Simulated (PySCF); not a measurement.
C5H8O3S.
Numbering: `[CH2:1]=[C:2]1[CH2:3][CH2:4][C@H:5]1[S:6](=[O:7])(=[O:8])[OH:9]` (hydrogens: H10, H11 on C1; H12, H13 on C3; H14, H15 on C4; H16 on C5; H17 on O9)

Torsions of this conformer, `[CH2:1]=[C:2]1[CH2:3][CH2:4][C@H:5]1[S:6](=[O:7])(=[O:8])[OH:9]`: C4–C5–S6–O7 174°, H–O9–S6–C5 -109°.

The closed-shell ground state was solved at several levels (PySCF, density fitting, gas phase, non-relativistic). One conformer (not necessarily the lowest) at the PBE0-D3(BJ)/def2-SVP geometry, without solvent, vibrations or thermal averaging.

```json
{"level": "PBE0/pcSseg-1", "basis functions": "200", "HOMO (eV)": "-7.68", "LUMO (eV)": "-0.66", "gap (eV)": "7.02", "dipole (D)": "3.69"}
{"level": "B3LYP/def2-SVPD", "basis functions": "260", "HOMO (eV)": "-7.53", "LUMO (eV)": "-1.03", "gap (eV)": "6.50", "dipole (D)": "3.81"}
```

Q: Estimate the row for wB97X-D/pcSseg-1, a basis of 200 functions; the other rows only guide the guess.

A: HOMO -9.55 eV, LUMO 1.13 eV, gap 10.68 eV, dipole 3.77 D.

Q: Over all these levels, which gives the widest orbital gap and which the narrowest?

A: wB97X-D/pcSseg-1 (range-separated hybrid) has the widest, 10.68 eV, and B3LYP/def2-SVPD (global hybrid, 20 % exact exchange) the narrowest, 6.50 eV. Functional and basis both differ between the two, so the spread mixes both effects.

Q: How far do the dipole and the HOMO energy spread over the levels?

A: The dipole runs from 3.69 to 3.81 D (mean 3.76 D) and the HOMO from -9.55 to -7.53 eV.
